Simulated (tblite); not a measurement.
Species: C6H4O4.
Bonds: O1–C2 (double), C2–O3, C2–C4, C4–C5 (double), C5–C6, C6–O7 (double), C6–C8, C8–C9 (double), C9–O10, C4–O10. Hydrogens: H11 on O3; H12 on C5; H13 on C8; H14 on C9.

Computed with GFN2-xTB (tblite), gas phase: Langevin dynamics at 300 K from the optimised GFN2-xTB geometry, time step 0.5 fs, friction 0.01 fs⁻¹, 2000 steps. The instantaneous temperature is 2·E(kin)/(3Nk) with all 3N coordinates.

```
t (fs)  T (K)  E(pot) above start (eV)  O1=C2 (Å)  C2–O3 (Å)  C2–C4 (Å)  C4–C5 (Å)  C5–C6 (Å)  O3–H11 (Å)  O1–C2–C4–C5 (°)
     0    232                    0.000      1.201      1.331      1.495      1.349      1.467       0.971                0
    25    164                    0.264      1.229      1.342      1.479      1.324      1.476       1.001                2
    50    294                    0.249      1.173      1.372      1.478      1.370      1.454       0.944               -6
    75    225                    0.362      1.186      1.310      1.469      1.381      1.429       1.001               -6
   100    180                    0.460      1.244      1.294      1.440      1.343      1.436       0.937                1
   125    208                    0.489      1.179      1.362      1.519      1.327      1.427       1.028                3
   150    210                    0.512      1.177      1.362      1.478      1.315      1.464       0.924               -8
   175    235                    0.386      1.248      1.312      1.469      1.375      1.480       1.003                8
   200    311                    0.344      1.210      1.359      1.502      1.401      1.421       0.963                0
   225    282                    0.337      1.153      1.328      1.495      1.348      1.420       0.978                2
   250    246                    0.345      1.241      1.331      1.487      1.319      1.506       0.990                4
   275    292                    0.340      1.241      1.366      1.500      1.318      1.496       0.955               -8
   300    195                    0.523      1.164      1.385      1.512      1.344      1.456       0.972               13
   325    253                    0.501      1.206      1.329      1.474      1.382      1.482       0.984               -6
   350    253                    0.637      1.214      1.295      1.518      1.360      1.518       0.977               10
   375    370                    0.438      1.179      1.308      1.545      1.302      1.468       0.957               -6
   400    350                    0.606      1.228      1.335      1.518      1.350      1.457       0.981               15
   425    320                    0.702      1.201      1.306      1.463      1.374      1.438       0.990              -12
   450    442                    0.567      1.168      1.316      1.602      1.374      1.418       0.946                4
   475    391                    0.485      1.195      1.321      1.493      1.390      1.495       1.021                4
   500    423                    0.425      1.241      1.325      1.482      1.357      1.478       0.936                0
   525    298                    0.661      1.206      1.356      1.541      1.337      1.443       0.991                2
   550    254                    0.536      1.194      1.394      1.480      1.356      1.508       0.981                1
   575    266                    0.518      1.225      1.360      1.479      1.375      1.522       0.953                2
   600    378                    0.372      1.200      1.365      1.487      1.337      1.495       0.991              -26
   625    326                    0.445      1.182      1.292      1.545      1.329      1.464       0.948               -8
   650    352                    0.465      1.191      1.299      1.547      1.359      1.474       0.960              -30
   675    243                    0.511      1.211      1.318      1.463      1.371      1.455       0.980              -33
   700    309                    0.438      1.189      1.367      1.492      1.346      1.457       0.952              -35
   725    376                    0.356      1.205      1.378      1.446      1.344      1.459       0.994              -32
   750    298                    0.537      1.215      1.363      1.474      1.344      1.448       0.950              -43
   775    214                    0.398      1.180      1.337      1.539      1.349      1.461       0.998              -35
   800    185                    0.438      1.201      1.303      1.508      1.349      1.463       0.949              -34
   825    254                    0.395      1.204      1.327      1.480      1.352      1.479       0.980              -23
   850    294                    0.305      1.197      1.335      1.476      1.370      1.446       0.969              -18
   875    219                    0.496      1.206      1.332      1.474      1.358      1.492       0.967               -1
   900    276                    0.300      1.220      1.368      1.472      1.360      1.444       0.990                3
   925    291                    0.369      1.205      1.367      1.488      1.364      1.448       0.951                3
   950    302                    0.544      1.172      1.326      1.503      1.351      1.465       1.000               13
   975    363                    0.505      1.186      1.338      1.472      1.323      1.529       0.966                9
  1000    309                    0.677      1.208      1.394      1.471      1.312      1.497       0.973               25
```

Problem. From 500 fs on, how do temperature and potential energy compare with equipartition?

Solution. The mean temperature of these 21 frames is 297 K against the target 300 K, and the mean potential energy 0.46 eV against 36 × kT/2 = 0.47 eV for 36 classical harmonic modes. For 14 atoms in a canonical ensemble the temperature itself scatters by T·√(2/(3N)) = 65 K; here its standard deviation is 58 K. The whole run lasts only 10 friction times of 100 fs, so these averages carry a wide statistical error.

Problem. What are the kinetic and total energies of the listed frame with the highest potential energy?

Solution. The one at 425 fs, 0.702 eV above the start. Its kinetic energy is 3NkT/2 = 0.580 eV at 320 K, so the sum is 1.28 eV; over the listed frames the sum runs from 0.42 to 1.37 eV, since the thermostat adds and removes energy.

Problem. How much do the listed bonds fluctuate from 500 fs on?

Solution. 
```json
{"bond": "O1=C2", "at the start (Å)": "1.201", "mean (Å)": "1.202", "standard deviation (Å)": "0.016"}
{"bond": "C2–O3", "at the start (Å)": "1.331", "mean (Å)": "1.345", "standard deviation (Å)": "0.029"}
{"bond": "C2–C4", "at the start (Å)": "1.495", "mean (Å)": "1.491", "standard deviation (Å)": "0.028"}
{"bond": "C4–C5", "at the start (Å)": "1.349", "mean (Å)": "1.350", "standard deviation (Å)": "0.016"}
{"bond": "C5–C6", "at the start (Å)": "1.467", "mean (Å)": "1.473", "standard deviation (Å)": "0.025"}
{"bond": "O3–H11", "at the start (Å)": "0.971", "mean (Å)": "0.970", "standard deviation (Å)": "0.019"}
```

The motion is classical and holds no zero-point motion.

What follows is the cost of the whole dynamics run. Time: 42 s; peak memory 0.18 GiB. Hardware: an Intel Xeon at 2.50 GHz with one thread, shared host with 64 logical CPUs at a one-minute load of 61.
